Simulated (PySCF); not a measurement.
C6H10OSi2.
Structure used (PBE0-D3(BJ)/def2-SVP), in Å, numbered top down from 1:
```xyz
19
C6H10OSi2 angstrom
C      3.3604   -0.1075   -0.1621
C      2.7285   -0.8260    0.8100
O      1.3982   -0.6569    0.7332
C      1.1338    0.1884   -0.3062
Si    -0.6477    0.6045   -0.6654
C     -1.7718   -0.9159   -0.8939
Si    -2.7011   -0.3855    0.6823
C     -1.6356    1.1841    0.8561
C      2.3228    0.5516   -0.8873
H      4.4328   -0.0558   -0.3374
H      3.0866   -1.4809    1.6009
H     -0.6370    1.5596   -1.8155
H     -2.3731   -0.9007   -1.8161
H     -1.2580   -1.8872   -0.8338
H     -2.5337   -1.3438    1.8180
H     -4.1608   -0.1225    0.4824
H     -2.1791    2.1299    0.7057
H     -1.0555    1.2644    1.7877
H      2.4373    1.2179   -1.7403
```

Level: PBE0/pcSseg-1 in PySCF, non-relativistic, on one gas-phase PBE0-D3(BJ)/def2-SVP geometry that isn't relaxed in the solvent. The solvent is an IEF-PCM continuum (van der Waals radii × 1.2). The model holds no explicit solvent molecules, cavitation or dispersion.

```tsv
run	E − E(gas) (kJ/mol)	HOMO (eV)	HOMO–LUMO gap (eV)	dipole (D)
gas	0.00	-6.71	6.27	1.00
P	-5.62	-6.69	6.27	1.10
Q	-12.83	-6.72	6.27	1.22
```

Task: The runs were made in benzene and dimethylsulfoxide. Which run belongs to which solvent?

Result: P = benzene, Q = dimethylsulfoxide. The dielectric constants are 2.271 (benzene), 46.83 (dimethylsulfoxide), and the energy falls further as ε rises. In this model the ground state sees the solvent through ε alone.

Task: How constant is the ratio of the lowering to (ε − 1)/(2ε + 1)?

Result: 
| solvent | (ε − 1)/(2ε + 1) | E − E(gas) (kJ/mol) | ratio (kJ/mol) | polarisation term (kJ/mol) |
| --- | --- | --- | --- | --- |
| benzene | 0.229 | -5.62 | -24.5 | -5.84 |
| dimethylsulfoxide | 0.484 | -12.83 | -26.5 | -14.08 |

The ratio changes by +8.2 % in size from benzene to dimethylsulfoxide. The polarisation term is half the interaction of the solute with the induced surface charges.
